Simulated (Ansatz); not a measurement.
Abridged output of a molecular run in Ansatz:

```
Functional definition: HF
1097 factors; integrals over basis functions are off by at most 1.2e-3 eV
mean field evaluation 1: about -38020.4773 eV, gradient 4.0e1 eV
mean field evaluation 2: about -38020.4832 eV, gradient 4.0e1 eV
mean field evaluation 4: about -38024.1791 eV, gradient 3.4e0 eV
mean field evaluation 8: about -38024.2298 eV, gradient 2.7e-4 eV
mean field -38024.22982528 eV, -1397.3646723303 hartree, gradient 1.9e-6 eV, S^2 0.000000; 0 other end points of the search recorded, 0 dependent functions left out
18 core orbitals not correlated: weight in the atoms' cores, before any rotation towards them, 1.000 or more for the frozen orbitals, at most 0.000 for the correlated occupied ones
reference -38024.22982528 eV, -1397.3646723303 hartree; 19, 19 occupied and 79, 79 virtual orbitals, 1097 factors
second order -23.67071418 eV of doubles, -0.00000000 eV of singles
cycle   1  -24.40276252 eV  change   -7.3e-1 eV  update   1.0e-1
cycle   2  -24.95904909 eV  change   -5.6e-1 eV  update   3.0e-2
cycle   3  -25.08521300 eV  change   -1.3e-1 eV  update   1.5e-2
cycle   4  -25.07865796 eV  change    6.6e-3 eV  update   3.4e-3
cycle   5  -25.07824554 eV  change    4.1e-4 eV  update   1.5e-3
cycle   6  -25.07839737 eV  change   -1.5e-4 eV  update   4.8e-4
cycle   7  -25.07810862 eV  change    2.9e-4 eV  update   1.9e-4
cycle   8  -25.07808677 eV  change    2.2e-5 eV  update   5.9e-5
cycle   9  -25.07811593 eV  change   -2.9e-5 eV  update   2.1e-5
perturbative correction -0.64194091 eV, -0.0235908932 hartree
Total energy: -38049.94988212 eV, -1398.3098669856 hartree
```

Its atoms:

```xyz
10

O    -1.583    0.310    0.296
C    -0.230    0.325    0.502
O     0.154   -0.458    1.581
Cl    0.339    2.003    0.923
Si    0.682   -0.067   -1.127
Cl    0.398   -2.082   -1.455
H    -2.021    0.480    1.142
H     0.026   -1.381    1.323
H     0.108    0.702   -2.249
H     2.127    0.167   -0.938
```

Which basis set was used?
A. def2-QZVPP
B. def2-SVP
C. def2-SVPD
D. cc-pV(T+d)Z

B. It gives 116 functions.

Write the keys of the input that set method, charge and spin (a neutral closed shell needs none for the last two).


```yaml
correlation: {method: ccsd_t}
```
